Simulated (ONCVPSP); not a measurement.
Building the ONCV potential for caesium (Cs) (PBEsol, fully relativistic).

```json
{
 "Element": "Cs",
 "Generator": "ONCVPSP 4.0.1",
 "Type": "optimised norm-conserving Vanderbilt (ONCV)",
 "Functional": "PBEsol",
 "Relativity": "fully relativistic",
 "Frozen core": "[Kr] 4d10",
 "Valence charge": "9",
 "Reference configuration": "5s2 5p6 6s1",
 "Partial waves": "5s+6s: rc 2.60 bohr, ncon 5, nbas 9, qcut 5.3 1/bohr, 2 projectors; 5p: rc 3.25 bohr, ncon 4, nbas 8, qcut 3.9 1/bohr, 2 projectors, debl 3.4 Ha; d scattering state at 0.09 Ha: rc 2.45 bohr, ncon 4, nbas 8, qcut 3.4 1/bohr, 3 projectors, debl 1.1 Ha",
 "Local potential": "polynomial inside 2.45 bohr (lpopt 5, dvloc0 3 Ha)",
 "Core correction": "none"
}
```

Open shells are filled in proportion to 2j + 1.

In the d channel the program set the typed energies aside and used 0.050, 1.150, 2.250 Ha (j = l + 1/2; the other j can differ).

Poles of the logarithmic derivatives, all-electron (AE) and pseudo (PS). s: poles at -0.7, 3.0 (AE) and -0.7, 1.5, 3.3 (PS) Ha. p3/2: poles at -0.3, 1.9 (AE) and -0.3, 1.9 (PS) Ha. p1/2: poles at -0.4, 1.8 (AE) and -0.4, 1.8, 5.0 (PS) Ha. d5/2: poles at 1.3 (AE) and 1.3 (PS) Ha. d3/2: poles at 1.3 (AE) and 1.3 (PS) Ha. Test radii: s 2.64, p3/2 3.30, p1/2 3.30, d5/2 2.49, d3/2 2.49 bohr.

- Cutoffs needed: 9.5 Ha and 11 Ha (the cutoffs (Ha) at which the residual kinetic energy of the hardest occupied pseudo-wave falls to 1 and 0.1 mHa per electron)
- Ghost test: no bound ghost flagged; GHOST(+) flagged for s at 41.4 eV, d3/2 at 554.2 eV, d5/2 at 558.0 eV
- Largest excitation error: -26 meV (all-electron minus pseudo) for 5s2 5p5 6s1, out of 4 test configurations
